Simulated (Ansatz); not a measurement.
`C[O][W]([F])(=[S])=[S]` and `[OH][W]([F])(=[S])=[S]` differ in one atom or group.

Ansatz, PBE0-D4/def2-TZVP geometries, multiplicity 1. Each molecule was computed in one conformer, which needn't be the lowest.

Elements past krypton have def2 core potentials.

```csv
property,`C[O][W]([F])(=[S])=[S]`
HOMO–LUMO gap (ωB97M-V/def2-TZVPP) / eV,8.59
HOMO energy (PBE0/def2-TZVPP) / eV,-7.25
LUMO energy (B3LYP/def2-TZVPP) / eV,-2.79
size of the dipole moment (ωB97M-V/def2-TZVPP) / D,3.58
LUMO energy (PBE/def2-TZVPP) / eV,-3.30
HOMO–LUMO gap (PBE/def2-TZVPP) / eV,2.84
```

**Question.** What does the change do to each property? (Estimate.)

**Answer.** Computed: 
```json
{"property": "HOMO–LUMO gap (ωB97M-V/def2-TZVPP) / eV", "`[OH][W]([F])(=[S])=[S]`": "8.65", "shift": "0.06"}
{"property": "HOMO energy (PBE0/def2-TZVPP) / eV", "`[OH][W]([F])(=[S])=[S]`": "-7.51", "shift": "-0.26"}
{"property": "LUMO energy (B3LYP/def2-TZVPP) / eV", "`[OH][W]([F])(=[S])=[S]`": "-3.00", "shift": "-0.21"}
{"property": "size of the dipole moment (ωB97M-V/def2-TZVPP) / D", "`[OH][W]([F])(=[S])=[S]`": "2.63", "shift": "-0.95"}
{"property": "LUMO energy (PBE/def2-TZVPP) / eV", "`[OH][W]([F])(=[S])=[S]`": "-3.50", "shift": "-0.20"}
{"property": "HOMO–LUMO gap (PBE/def2-TZVPP) / eV", "`[OH][W]([F])(=[S])=[S]`": "2.88", "shift": "0.04"}
```

Dipoles are sizes alone; their direction can turn.

B3LYP here is the variant with VWN-RPA as its local correlation; programs differ in this.
